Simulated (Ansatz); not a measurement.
Strength of the Te–Te bond: Te2 → 2 Te

Species: Te2, triplet; Te atom, triplet. 

Shapes, held fixed at every level: PBE0-D4/def2-TZVP. Programs: Ansatz 0.2.0. The zero-point and thermal change to 298 K, harmonic and unscaled (PBE0-D4/def2-TZVP), is -49.5 kJ/mol.

Problem. Estimate ΔH(298 K) of this reaction.

Solution. The highest level, CCSD(T)/def2-TZVPP, gives ΔH(298 K) = +210.7 kJ/mol; the levels span +183.0 to +254.0. The column of differences is taken from that level and isn't an error. No measured value is set beside it here. Open shells run unrestricted unless RO is named. For atoms past krypton def2 sets carry core potentials with scalar relativity. Correlated rows may include outer-core shells of Te, which these sets cover unevenly. Spin-orbit coupling lowers the free atoms by 50.4 kJ/mol; the thermal change holds that.

```json
{"level": "r2SCAN-D4/def2-TZVPP", "kind": "meta-GGA", "ΔH(298 K) (kJ/mol)": "+254.0", "less CCSD(T)/def2-TZVPP": "+43.3"}
{"level": "BHLYP-D4/def2-TZVPP", "kind": "global hybrid", "ΔH(298 K) (kJ/mol)": "+210.0", "less CCSD(T)/def2-TZVPP": "-0.7"}
{"level": "PBE0-D4/def2-TZVPP", "kind": "global hybrid", "ΔH(298 K) (kJ/mol)": "+249.6", "less CCSD(T)/def2-TZVPP": "+38.9"}
{"level": "wB97M-V/def2-TZVPP", "kind": "range-separated hybrid", "ΔH(298 K) (kJ/mol)": "+206.7", "less CCSD(T)/def2-TZVPP": "-4.0"}
{"level": "wB97X-V/def2-TZVPP", "kind": "range-separated hybrid", "ΔH(298 K) (kJ/mol)": "+226.6", "less CCSD(T)/def2-TZVPP": "+15.9"}
{"level": "MP2/def2-TZVPP", "kind": "perturbation theory", "ΔH(298 K) (kJ/mol)": "+214.6", "less CCSD(T)/def2-TZVPP": "+3.9"}
{"level": "CCSD/def2-TZVPP", "kind": "coupled cluster or CI", "ΔH(298 K) (kJ/mol)": "+183.0", "less CCSD(T)/def2-TZVPP": "-27.7"}
{"level": "CCSD(T)/def2-TZVPP", "kind": "coupled cluster or CI", "ΔH(298 K) (kJ/mol)": "+210.7", "less CCSD(T)/def2-TZVPP": "0.0"}
```
